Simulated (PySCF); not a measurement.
A calculated (r2SCAN, PySCF 2.14, aug-cc-pVTZ-DK, scalar relativity by spin-free X2C-1e) atom or ion has these occupied shells.

| shell | electrons | orbital energy (eV) | rms radius, mean of both spins (bohr) |
| --- | --- | --- | --- |
| 1s β | 1 | -7620.4 | 0.0649 |
| 1s α | 1 | -7620.4 | 0.0649 |
| 2s α | 1 | -917.17 | 0.277 |
| 2s β | 1 | -915.17 | 0.277 |
| 2p α | 3 | -785.09 | 0.249 |
| 2p β | 3 | -783.56 | 0.249 |
| 3s α | 1 | -116.35 | 0.832 |
| 3s β | 1 | -111.41 | 0.832 |
| 3p α | 3 | -78.176 | 0.889 |
| 3p β | 3 | -73.442 | 0.889 |
| 3d α | 5 | -18.438 | 1.19 |
| 3d β | 2 | -16.272 | 1.19 |
| 4s β | 1 | -13.175 | 2.85 |

(1) Name the element and its charge.

## Answers

(1) Co⁺ (cobalt, charge +1), in [Ar] 3d7 4s1, 4s spin antiparallel (an excited configuration).
